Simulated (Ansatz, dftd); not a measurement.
System: C2H5Si, charge 0, doublet. C2H5Si (SMILES [H]/[C]=C/[SiH3], doublet).
B3LYP-D3(BJ)/def2-TZVP minimum from Ansatz (a first-principles code):
```
C
C 1 1.3016
H 2 1.0804 1 139.66
H 1 1.0975 2 119.69 3 0.00
Si 1 1.8737 4 117.38 2 180.00
H 5 1.4779 1 109.87 4 -180.00
H 5 1.4830 6 109.82 1 120.75
H 5 1.4830 6 109.82 7 118.50
```
Charge 0, spin multiplicity 2.

Wanted: atomisation energy (electronic, to ground-state atoms), in kcal/mol. Radicals and triplets start from unrestricted determinants; spin-orbit coupling is neglected. Cores are frozen in correlated methods. Rows without X2C or -DK are non-relativistic. CBS(X,Y): correlation extrapolated as X^-3, Hartree-Fock from the larger set. A bracket is a step between two methods taken in the basis named. Functionals run without relativity, which enters their misses. Double hybrids freeze cores in their MP2 part. '+ core + X2C': CCSD(T) terms for core correlation (cc-pwCVTZ, 1s frozen past Ne) and scalar relativity (cc-pVTZ-DK). For partners of very few electrons the exact lower level stands in for a higher one. The UHF reference of C2H5Si ([H]/[C]=C/[SiH3], doublet) is spin-contaminated (<S^2> up to 0.17 over the pure value in the sets run).

```
level                                                                                        program  atomisation energy (kcal/mol)  difference against the last row
------------------------------------------------------------------------------------  --------------  -----------------------------  -------------------------------
HF/cc-pV(D+d)Z                                                                                Ansatz                          490.9                           -167.7
HF/cc-pV(T+d)Z                                                                                Ansatz                          500.3                           -158.3
r2SCAN-D3(BJ)/def2-TZVPD                                                              Ansatz + dftd3                          661.9                              3.3
B3LYP-D3(BJ)/def2-TZVPD                                                               Ansatz + dftd3                          660.9                              2.3
r2SCANh-D4/def2-TZVPD                                                                 Ansatz + dftd4                          658.7                              0.1
r2SCANh/def2-TZVPD                                                                            Ansatz                          658.0                             -0.6
CAM-B3LYP-D4/def2-TZVPD                                                               Ansatz + dftd4                          661.0                              2.4
B2GP-PLYP-D4/def2-TZVPD                                                               Ansatz + dftd4                          648.5                            -10.1
MP2/cc-pV(D+d)Z                                                                               Ansatz                          604.4                            -54.2
MP2/cc-pV(T+d)Z                                                                               Ansatz                          637.0                            -21.6
CCSD(T)/cc-pV(D+d)Z                                                                           Ansatz                          606.6                            -52.0
CCSDT(Q)/cc-pV(D+d)Z                                                                          Ansatz                          607.5                            -51.1
CCSD(T)/CBS(cc-pV(T+d)Z,cc-pV(Q+d)Z) + [CCSDT(Q) - CCSD(T)]/cc-pV(D+d)Z + core + X2C          Ansatz                          658.6                              0.0
```
